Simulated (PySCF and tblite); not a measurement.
Values are calculated unless marked as measured or tabulated.
C5H15ClSi3, numbered as in [CH3:1][Si@H:2]1[CH2:3][Si@H:4]([CH3:5])[CH2:6][SiH:7]([Cl:8])[CH2:9]1.

Level: PBE0-D3(BJ)/pcSseg-1//GFN2-xTB, thermal terms from GFN2-xTB, symmetry numbers and mirror pairs counted. Conformers within 2.5 kcal/mol (GFN2-xTB free energy) were kept, 4 at most. Codes: tblite and PySCF.

The 6-ring runs over atoms 2–3–4–6–7–9.

```csv
conformer,shape,symmetry,E(GFN2) kcal/mol
1,"6-ring twist-boat (ring torsions 61, -25, -32, 61, -26, -34°)",C1,1.61
2,"6-ring twist-boat (ring torsions 33, 27, -60, 31, 25, -60°)",C1,1.11
3,6-ring chair (C1 axial),C1,0.77
4,"6-ring chair (C5, Cl8 axial)",C1,0.00
```

(1) Which of these conformers is the most populated at 298.15 K, and with what share?

(2) Give the DFT energies and free energies relative to the lowest, and all weights.

(3) How does its share change from 250 K to 350 K?

The cap on conformers cut off some of the population, so the set may be incomplete.

## Answers

(1) Conformer 3, about 66 %.

(2) 
```csv
conformer,shape,E(DFT) kcal/mol,G(298.15 K) kcal/mol,weight %
1,"6-ring twist-boat (ring torsions 61, -25, -32, 61, -26, -34°)",1.88,1.86,2.9
2,"6-ring twist-boat (ring torsions 33, 27, -60, 31, 25, -60°)",1.38,1.57,4.7
3,6-ring chair (C1 axial),0.00,0.00,66.5
4,"6-ring chair (C5, Cl8 axial)",0.30,0.56,25.9
```

(3) From 71 % to 63 %; the mixing entropy goes from 1.53 to 1.90 cal/(mol K).


Conformer gaps in pcSseg-1 on xTB geometries can be 2 kcal/mol off for S=O, P=O and other polar bonds.